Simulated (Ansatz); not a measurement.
A nudged elastic band was laid between two geometries of C₂H₇Sb (10 atoms, charge 0, multiplicity 1).

Method: RKS LDA/def2-SVP in Ansatz 0.2.0.

| Property | Result |
| --- | --- |
| movable images | 5 |
| climbing image | yes |
| spring | 5.0 eV/Å² |
| optimiser | quadratic models (default) |
| start path | IDPP |
| force threshold | 0.05 eV/Å |
| iteration limit | 60 |
| end points | relaxed |

Initial state:

```xyz
10
Properties=species:S:1:pos:R:3
C -0.835 0.418 -0.573
C -0.065 -0.820 -0.191
Sb 1.620 -0.478 1.150
H -1.682 0.182 -1.257
H -0.188 1.161 -1.089
H -1.261 0.927 0.319
H 0.364 -1.336 -1.078
H -0.705 -1.569 0.326
H 0.684 0.571 2.160
H 2.151 0.893 0.235
```

Final state:

```xyz
10
Properties=species:S:1:pos:R:3
C -0.530 0.388 -1.140
C -0.204 -0.577 -0.027
Sb 1.619 0.007 1.024
H -1.435 0.074 -1.708
H 0.300 0.475 -1.877
H -0.729 1.413 -0.754
H -0.019 -1.604 -0.412
H -1.020 -0.646 0.722
H 1.260 -0.951 2.419
H 0.841 1.370 1.757
```

Question: What changes between the two ends?

Answer: No bond is made or broken. The dihedral H8–C2–Sb3–H9 goes from -79 to 38°.

Question: What energy profile does the band end with?

Answer: The run converged. The highest image is number 3 of 0 to 6, 1.5 kcal/mol above the first end and 0.8 kcal/mol above the last; the last end lies 0.7 kcal/mol above the first. A vibrational analysis at the climbing image gives one clearly imaginary mode, 130i cm⁻¹: a first-order saddle point.

| image | path coordinate (Å) | energy (kcal/mol) | dihedral H8–C2–Sb3–H9 (°) |
| --- | --- | --- | --- |
| 0 | 0.00 | 0.0 | -79 |
| 1 | 0.61 | 0.4 | -60 |
| 2 | 1.21 | 1.1 | -41 |
| 3 | 1.82 | 1.5 | -21 |
| 4 | 2.41 | 1.3 | -1 |
| 5 | 3.01 | 0.9 | 19 |
| 6 | 3.61 | 0.7 | 38 |

Question: What is the geometry of the highest image?

Answer: 
```xyz
10
Properties=species:S:1:pos:R:3
C -0.627 0.396 -0.918
C -0.167 -0.756 -0.059
Sb 1.656 -0.344 1.085
H -1.521 0.119 -1.522
H 0.158 0.724 -1.634
H -0.899 1.284 -0.308
H 0.067 -1.653 -0.672
H -0.939 -1.061 0.678
H 0.814 -0.114 2.576
H 1.541 1.354 0.777
```

Question: What are the harmonic wavenumbers there?

Answer: 130i, 228, 249, 468, 563, 627, 702, 795, 921, 941, 1063, 1149, 1188, 1321, 1377, 1390, 1394, 1880, 1892, 2948, 2997, 3033, 3048, 3069 cm⁻¹.

Time of the run: 45 s on 1 thread of Arm Neoverse V2, with other jobs on the host, peak memory 0.12 GiB.
